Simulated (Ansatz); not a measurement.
Molecule: trichloro(methoxy)silane, CH$_{3}$Cl$_{3}$OSi, net charge 0, singlet state. 
Geometry from a B3LYP-D3(BJ)/def2-TZVP (Ansatz, a first-principles code) optimisation:
```
O
C 1 1.4283
H 2 1.0877 1 107.24
H 2 1.0914 3 109.43 1 -119.99
H 2 1.0914 3 109.43 4 -120.03
Si 1 1.6106 2 126.13 3 -180.00
Cl 6 2.0279 1 107.46 2 -180.00
Cl 6 2.0447 1 110.84 2 59.84
Cl 6 2.0447 1 110.84 2 -59.84
```

Basis-set convergence of Hartree-Fock and CCSD(T) correlation energies (hartree) with Ansatz. Valence correlation only, unless marked. Spin-orbit coupling is left out. Non-relativistic.

```json
[
 {"basis": "cc-pV(D+d)Z", "functions": "135", "E(HF)": "-1782.13642", "E(corr, CCSD(T))": "-0.90451"},
 {"basis": "cc-pV(T+d)Z", "functions": "258", "E(HF)": "-1782.24512", "E(corr, CCSD(T))": "-1.19209"},
 {"basis": "cc-pV(Q+d)Z", "functions": "456", "E(HF)": "-1782.26841", "E(corr, CCSD(T))": "-1.29067"}
]
```

Extrapolating the two largest sets (X = 3 and 4) as X^-3: E(corr) = (64·(-1.29067) - 27·(-1.19209))/37 = -1.3626 Eh, an estimate of the basis-set limit. The largest set recovers 94.7 % of it, the smallest 66.4 %.
